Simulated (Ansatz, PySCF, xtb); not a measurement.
Spectroscopic constants of NiTe, closed-shell singlet (lowest of 2S+1 = 1, 3, 5 at CCSD(T)/def2-TZVPP on PBE0 minima; our sources give no spin for the ground state, which may be another). No spin–orbit coupling. Ni is treated without relativity. The T1 diagnostic near the minimum is 0.137, so single-reference values are doubtful.

Seven points along R, fitted to fifth degree in 1/R; most abundant isotopes. In def2 and cc sets the state is the lowest found near the PBE0 minimum, followed along R. The singlet is held restricted.

Rows in LANL2DZ carry no dispersion term and start afresh at each structure. LANL2DZ brings its own core potentials from Na on.

Run with Ansatz (a program for electronic structure) with Gaussian orbitals; PySCF for LANL2DZ rows; xtb for the GFN methods. Values without a source in brackets are computed. In def2 rows elements past Kr take small-core potentials, without spin–orbit coupling.

| level | r_e (Å) | ω_e (cm⁻¹) | ω_e x_e (cm⁻¹) | dipole (D) |
|---|---|---|---|---|
| GFN2-xTB | 2.303 | 261 | 1.7 | - |
| PBE/def2-TZVPP | 2.283 | 305 | 0.85 | 2.28 |
| r2SCAN/def2-TZVPP | 2.261 | 317 | 0.84 | 2.82 |
| B3LYP/LANL2DZ | 2.315 | 299 | 0.83 | 3.19 |
| B3LYP/def2-TZVPP | 2.281 | 308 | 0.81 | 2.91 |
| BHLYP/def2-TZVPP | 2.263 | ___ | 0.71 | 4.16 |
| CAM-B3LYP/def2-TZVPP | 2.245 | 333 | 0.79 | 3.21 |
| wB97X-V/def2-TZVPP | ___ | ___ | 0.76 | 3.53 |

Problem. Fill in the missing entries.

Solution. 
- wB97X-V/def2-TZVPP, r_e (Å): 2.235
- wB97X-V/def2-TZVPP, ω_e (cm⁻¹): 343
- BHLYP/def2-TZVPP, ω_e (cm⁻¹): 326
